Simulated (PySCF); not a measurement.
## Two-dimensional NMR puzzle

Compound of formula C2H10OSi4. Correlations simulated from computed shifts and the bond graph:

HSQC (one-bond C–H):
```csv
δH,δC
2.03,109.3
```

COSY cross peaks (H two or three bonds apart, from the bond graph; peaks can be absent where the dihedral angle is near 90°):
```csv
δH,δH
5.72,3.53
5.56,4.26
```

HMBC (two and three bonds, from the bond graph):
```csv
δH,δC
5.56,85.6
4.26,"109.3, 85.6"
2.03,85.6
```

Carbons without hydrogens: δ 85.6.

- GIAO PBE0/pcSseg-1 shieldings
- geometry from GFN2-xTB
- program: PySCF 2.14.0 with density-fitted response routines
- non-relativistic, equivalent nuclei averaged, isolated molecule, single conformer

Referencing at the same level of theory: ¹H and ¹³C against TMS.

Exchangeable hydrogens are left out of these lists.

Work out the connectivity.

## Answers

SMILES C#C[SiH2][SiH2]O[SiH2][SiH3].

Numbering as in the mapped SMILES `[CH:1]#[C:2][SiH2:3][SiH2:4][O:5][SiH2:6][SiH3:7]` (H(Xn): hydrogen on atom n).

- δC 109.3 is C1, a terminal alkyne carbon (δH 2.03).
- δC 85.6 is C2, an alkyne carbon.
- HMBC from δH 5.56 reaches the proton-free carbon C2.
- HMBC from δH 4.26 reaches the proton-free carbon C2.
- HMBC from δH 2.03 reaches the proton-free carbon C2.
- COSY links 5.72–3.53, 5.56–4.26.

This is the structure that produced the data.

Shifts are as computed. Against solution values, carbons near 30 ppm lie about +3 ppm off and those near 130 ppm about +5 ppm. Of 1309 compounds with measured shifts, 239 miss one by over three times the rms of a fit or turn the order of signals round; such compounds aren't used in these exercises.
